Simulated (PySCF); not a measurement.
**Excitation energy of O⁺ by level of theory**

O⁺ [He] 2s2 2p3 (4S) → O⁺ [He] 2s1 2p3 3d1 (6D), as a difference of total energies. All numbers are calculated (PySCF 2.14, no relativity, point nucleus, in aug-cc-pwCVTZ (7s6p4d2f, 59 functions)). Correlated levels: valence: 1s2 frozen; valence and next inner shell: nothing frozen. The calculations carry no spin-orbit coupling.

| method | excitation energy (cm⁻¹) |
| --- | --- |
| UHF | 302270 |
| LDA | 315610 |
| PBE | 313760 |
| PBE0 | 314560 |
| r2SCAN | 311270 |
| PBEsol | 312560 |
| TPSSh | 317330 |
| revPBE | 313690 |
| wB97M-V | 319430 |
| MP2 (valence) | 316930 |
| SCS-MP2 (valence) | 320860 |
| MP2 (valence and next inner shell) | 317140 |
| SCS-MP2 (valence and next inner shell) | 320990 |

The upper state lies above the first ionisation limit, but in LS coupling its spin forbids autoionisation to the ground ion. A Rydberg-like electron needs more diffuse functions than a valence basis has.

The promoted electron is Rydberg-like, and one or two diffuse shells describe it only roughly, which tends to raise the upper state.
